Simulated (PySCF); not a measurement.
## Electric field gradients and quadrupole coupling constants

C₆H₁₃OP.
Cartesian coordinates in Å at the GFN2-xTB level; atoms count from 1:
```
atom  x, y, z in Å
C1    -2.612   -0.729   -0.001
C2    -1.259   -0.319    0.553
C3    -0.902    1.151    0.311
C4     0.603    1.292    0.526
C5     1.278    0.245   -0.359
C6     2.700   -0.102    0.051
P7     0.127   -1.199   -0.311
O8    -0.174   -1.825   -1.600
H9    -2.601   -0.665   -1.088
H10   -2.840   -1.757    0.273
H11   -3.400   -0.082    0.383
H12   -1.208   -0.530    1.625
H13   -1.467    1.810    0.972
H14   -1.145    1.412   -0.723
H15    0.840    1.092    1.574
H16    0.948    2.299    0.286
H17    1.266    0.580   -1.404
H18    3.084   -0.908   -0.574
H19    2.731   -0.428    1.089
H20    3.354    0.762   -0.058
H21    0.668   -2.084    0.627
```

Field gradients from the PBE0/pcSseg-1 density (PySCF, non-relativistic), principal values in atomic units, ordered |Vxx| ≤ |Vyy| ≤ |Vzz|:

```csv
atom,Vxx,Vyy,Vzz
O8,-0.3447,-0.4814,0.8261
```

Q: Find the asymmetry η = (Vxx − Vyy)/Vzz and the couplings χ = eQV/h (234.96 MHz × Q in barn × V in au), with Q(17O) = −0.0256 b.

A: 
```tsv
atom	environment	nucleus	η	χzz (MHz)	χxx (MHz)	χyy (MHz)
O8	phosphoryl oxygen	17O	0.17	-4.969	2.073	2.895
```

The tensor is traceless: Vxx + Vyy + Vzz = 0.

Q: What is Vzz at O8 in SI units (1 au = 9.71736 × 10²¹ V/m²)?

A: 0.8261 au = 8.027 × 10²¹ V/m².

Q: And the gradient at the other heavy atoms, for which no coupling is worked out here?

A: 
```csv
atom,environment,Vzz (au),η
C1,methyl carbon,0.098,0.33
C2,sp3 carbon bound to phosphorus,0.027,0.94
C3,ring CH2 carbon,0.060,0.99
C4,ring CH2 carbon,-0.052,0.98
C5,sp3 carbon bound to phosphorus,-0.036,0.50
C6,methyl carbon,0.079,0.14
P7,phosphoryl phosphorus,-0.366,0.13
```

Were the hydrogens deuterons (Q(2H) = 0.00286 b), χzz would run from 124 kHz (H21) to 211 kHz (H11, H10 and H20).

Isolated species at its GFN2-xTB geometry (one conformer only). GFN2-xTB bond lengths can be off by several hundredths of an ångström, more for odd bonds, and the gradients follow them. With so small a basis the couplings can be 20 % off.
